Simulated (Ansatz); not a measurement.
Species: CH2BCl2O, charge 0, multiplicity 2. It need not be the lowest isomer of its formula. SMILES: [CH2]OB(Cl)Cl
Geometry from a B3LYP-D3(BJ)/def2-TZVP (Ansatz, an electronic-structure program) optimisation:
```xyz
7

B      0.0440    -0.1428     0.0315
Cl     0.3084     1.5664    -0.3128
Cl     1.4105    -1.2070     0.3091
O     -1.1924    -0.6794     0.0920
C     -2.3776    -0.0485    -0.0881
H     -3.2464    -0.6760     0.0064
H     -2.3897     1.0068    -0.3079
```
Charge 0, spin multiplicity 2.

Property: atomisation energy (electronic, to ground-state atoms); the coupled-cluster value holds the core correlation from cc-pwCVTZ, in kJ/mol. Cores are frozen in the correlated levels unless marked. Open shells are spin-unrestricted. No spin-orbit coupling. No relativistic terms. CBS marks a two-point X^-3 extrapolation of the correlation energy; Hartree-Fock from the larger set. [CCSD(T)-MP2]/basis is that difference in the basis named.

Level to compare with: RI-MP2/CBS(cc-pV(T+d)Z,cc-pV(Q+d)Z)+[CCSD(T)-MP2]/cc-pV(T+d)Z plus the core term (Ansatz), 2676.7 kJ/mol. It is a level with limits of its own, and the differences hold the functionals' basis error too.

Question: Rank these functionals by how close they come to RI-MP2/CBS(cc-pV(T+d)Z,cc-pV(Q+d)Z)+[CCSD(T)-MP2]/cc-pV(T+d)Z, closest first: BHLYP/def2-TZVPD (Ansatz); wB97M-V/def2-TZVPD (Ansatz); BLYP/def2-TZVPD (Ansatz).

Answer: wB97M-V/def2-TZVPD (range-separated hybrid meta-GGA with VV10, 2691.1 kJ/mol, difference 14.4), BLYP/def2-TZVPD (GGA, 2638.6 kJ/mol, difference -38.1), BHLYP/def2-TZVPD (global hybrid, 2553.9 kJ/mol, difference -122.8)
